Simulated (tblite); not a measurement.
Compound: C₇H₁₁NOSi.
SMILES with atom numbers: `[O:1]=[CH:2][NH:3][C:4]1=[CH:5][SiH2:6][C@H:7]2[CH2:8][C@@H:9]1[CH2:10]2` (hydrogens: H11 on C2; H12 on N3; H13 on C5; H14, H15 on Si6; H16 on C7; H17, H18 on C8; H19 on C9; H20, H21 on C10)

Computed with GFN2-xTB (tblite), gas phase: L-BFGS steps from a force-field or distance-geometry start until the largest atomic force falls under 0.01 eV/Å.

Step 15: E = -796.8235 eV
```
atom  x, y, z in Å  |  force x, y, z in eV/Å
O1      2.6560   -1.9383    0.9079    0.001  -0.025   0.038
C2      2.8824   -1.3301   -0.1053   -0.010  -0.007   0.006
N3      2.0684   -0.4674   -0.7607    0.048   0.011  -0.043
C4      0.7676   -0.0197   -0.4952    0.039  -0.040   0.021
C5      0.2091    0.8557   -1.3434    0.018  -0.048   0.053
Si6    -1.5305    1.4574   -1.0019    0.034  -0.053   0.079
C7     -1.8325    0.4708    0.5948   -0.014  -0.014   0.023
C8     -1.3838   -0.9799    0.3647   -0.006  -0.011  -0.029
C9      0.0477   -0.5291    0.7149   -0.029   0.017   0.014
C10    -0.6039    0.6237    1.5038    0.010   0.030   0.001
H11     3.8507   -1.4245   -0.6415   -0.057   0.003   0.040
H12     2.4481   -0.0559   -1.6021    0.061   0.018  -0.067
H13     0.7885    1.1811   -2.1996   -0.092   0.036   0.014
H14    -2.4588    1.0581   -2.0664   -0.006   0.017   0.017
H15    -1.5661    2.9052   -0.7576   -0.018  -0.031  -0.007
H16    -2.8027    0.6032    1.0711   -0.028   0.032  -0.019
H17    -1.5381   -1.4132   -0.6210    0.007  -0.016  -0.050
H18    -1.7767   -1.6554    1.1246    0.005  -0.016  -0.042
H19     0.6628   -1.2277    1.2777   -0.023   0.030  -0.027
H20    -0.0844    1.5795    1.5041    0.037   0.033  -0.013
H21    -0.8130    0.3235    2.5307    0.024   0.035  -0.011
```

Step 16: E = -796.8252 eV
```
atom  x, y, z in Å  |  force x, y, z in eV/Å
O1      2.6541   -1.9378    0.9086   -0.005  -0.032   0.051
C2      2.8815   -1.3301   -0.1047   -0.031  -0.016   0.036
N3      2.0683   -0.4673   -0.7605    0.051   0.012  -0.048
C4      0.7672   -0.0195   -0.4955    0.070  -0.049   0.019
C5      0.2082    0.8556   -1.3430    0.032  -0.054   0.056
Si6    -1.5294    1.4564   -1.0004   -0.024  -0.041   0.071
C7     -1.8317    0.4697    0.5952   -0.028  -0.011   0.044
C8     -1.3821   -0.9814    0.3620   -0.049   0.020  -0.013
C9      0.0477   -0.5285    0.7145   -0.025   0.000   0.014
C10    -0.6008    0.6252    1.5030   -0.051   0.037   0.011
H11     3.8496   -1.4263   -0.6381   -0.029   0.008   0.013
H12     2.4514   -0.0579   -1.6014    0.044   0.030  -0.073
H13     0.7863    1.1815   -2.1985   -0.072   0.044  -0.013
H14    -2.4623    1.0572   -2.0615    0.004   0.019   0.016
H15    -1.5697    2.9031   -0.7536   -0.011  -0.021  -0.009
H16    -2.8035    0.6037    1.0709    0.018   0.015  -0.030
H17    -1.5351   -1.4119   -0.6258    0.013  -0.002  -0.031
H18    -1.7786   -1.6601    1.1179    0.024  -0.003  -0.042
H19     0.6602   -1.2269    1.2782    0.011   0.007  -0.015
H20    -0.0809    1.5815    1.4996    0.025   0.013  -0.018
H21    -0.8093    0.3307    2.5325    0.033   0.026  -0.040
```

Step 17: E = -796.8271 eV
```
atom  x, y, z in Å  |  force x, y, z in eV/Å
O1      2.6518   -1.9378    0.9103   -0.019  -0.025   0.048
C2      2.8800   -1.3306   -0.1032   -0.035  -0.025   0.056
N3      2.0693   -0.4671   -0.7612    0.046   0.005  -0.039
C4      0.7680   -0.0203   -0.4953    0.080  -0.041   0.008
C5      0.2077    0.8546   -1.3415    0.028  -0.041   0.042
Si6    -1.5286    1.4544   -0.9974   -0.068  -0.019   0.039
C7     -1.8312    0.4684    0.5964   -0.036  -0.003   0.048
C8     -1.3810   -0.9827    0.3588   -0.068   0.045   0.003
C9      0.0471   -0.5278    0.7144   -0.007  -0.016   0.004
C10    -0.5982    0.6275    1.5020   -0.085   0.030   0.010
H11     3.8476   -1.4281   -0.6341    0.009   0.005  -0.011
H12     2.4558   -0.0595   -1.6020    0.018   0.029  -0.053
H13     0.7823    1.1829   -2.1975   -0.050   0.044  -0.029
H14    -2.4660    1.0565   -2.0559    0.016   0.018   0.017
H15    -1.5738    2.9004   -0.7494   -0.003  -0.013  -0.009
H16    -2.8043    0.6046    1.0703    0.043  -0.003  -0.024
H17    -1.5316   -1.4104   -0.6317    0.017   0.020  -0.006
H18    -1.7802   -1.6652    1.1099    0.037   0.004  -0.035
H19     0.6575   -1.2258    1.2785    0.039  -0.019   0.005
H20    -0.0766    1.5839    1.4942    0.003  -0.010  -0.025
H21    -0.8047    0.3389    2.5339    0.037   0.014  -0.050
```

Step 18: E = -796.8286 eV
```
atom  x, y, z in Å  |  force x, y, z in eV/Å
O1      2.6493   -1.9382    0.9128   -0.032  -0.007   0.030
C2      2.8782   -1.3315   -0.1010   -0.015  -0.026   0.050
N3      2.0713   -0.4671   -0.7623    0.033  -0.008  -0.014
C4      0.7699   -0.0217   -0.4949    0.061  -0.018  -0.007
C5      0.2076    0.8531   -1.3395    0.008  -0.014   0.018
Si6    -1.5289    1.4522   -0.9938   -0.069   0.003   0.000
C7     -1.8313    0.4672    0.5980   -0.033   0.007   0.030
C8     -1.3810   -0.9829    0.3557   -0.048   0.047   0.013
C9      0.0465   -0.5274    0.7145    0.014  -0.022  -0.008
C10    -0.5971    0.6301    1.5009   -0.070   0.008  -0.002
H11     3.8458   -1.4295   -0.6306    0.035  -0.005  -0.017
H12     2.4599   -0.0603   -1.6035   -0.004   0.016  -0.020
H13     0.7780    1.1847   -2.1970   -0.037   0.034  -0.025
H14    -2.4692    1.0562   -2.0505    0.021   0.015   0.013
H15    -1.5777    2.8978   -0.7456    0.003  -0.007  -0.009
H16    -2.8044    0.6052    1.0696    0.030  -0.014  -0.001
H17    -1.5281   -1.4085   -0.6371    0.013   0.041   0.014
H18    -1.7810   -1.6697    1.1021    0.036   0.004  -0.020
H19     0.6560   -1.2253    1.2788    0.044  -0.032   0.021
H20    -0.0728    1.5859    1.4886   -0.020  -0.024  -0.031
H21    -0.7998    0.3466    2.5344    0.030   0.001  -0.037
```

**Question.** Estimate the geometry and energy of step 19. (The exact step hangs on the optimiser's Hessian estimate; all steps are aligned on step 18, rigid shifts and turns removed.)

**Answer.** E = -796.8295 eV, largest force 0.053 eV/Å
```
atom  x, y, z in Å  |  force x, y, z in eV/Å
O1      2.6471   -1.9387    0.9150   -0.034   0.007   0.011
C2      2.8772   -1.3325   -0.0990    0.010  -0.019   0.026
N3      2.0730   -0.4674   -0.7631    0.019  -0.015   0.005
C4      0.7719   -0.0228   -0.4947    0.026   0.002  -0.013
C5      0.2077    0.8521   -1.3381   -0.011   0.006   0.001
Si6    -1.5302    1.4509   -0.9916   -0.035   0.013  -0.019
C7     -1.8318    0.4668    0.5992   -0.021   0.011   0.007
C8     -1.3817   -0.9821    0.3540   -0.009   0.029   0.012
C9      0.0462   -0.5275    0.7145    0.025  -0.016  -0.012
C10    -0.5974    0.6318    1.5000   -0.024  -0.012  -0.014
H11     3.8450   -1.4304   -0.6286    0.037  -0.016  -0.004
H12     2.4620   -0.0604   -1.6047   -0.011   0.001   0.006
H13     0.7751    1.1862   -2.1971   -0.035   0.023  -0.011
H14    -2.4711    1.0561   -2.0471    0.014   0.009   0.002
H15    -1.5800    2.8962   -0.7432    0.006  -0.002  -0.008
H16    -2.8040    0.6051    1.0695   -0.003  -0.015   0.024
H17    -1.5256   -1.4062   -0.6402    0.005   0.050   0.018
H18    -1.7808   -1.6723    1.0970    0.026   0.000  -0.004
H19     0.6559   -1.2255    1.2792    0.028  -0.025   0.021
H20    -0.0710    1.5865    1.4844   -0.032  -0.023  -0.033
H21    -0.7964    0.3511    2.5341    0.018  -0.009  -0.015
```

The energy changes by -0.0009 eV. The first-order estimate −F·Δx gives -0.0013 eV and the mean of the old and new forces, exact on a quadratic surface, -0.0009 eV. The step makes an angle of 66° with the force vector and moves no atom by more than 0.006 Å.

The cost below is that of the whole relaxation. Hardware: Intel Xeon at 2.50 GHz, one thread, no GPU, shared host with 64 logical CPUs at a one-minute load of 63. Cost: 1.0 s of wall time.
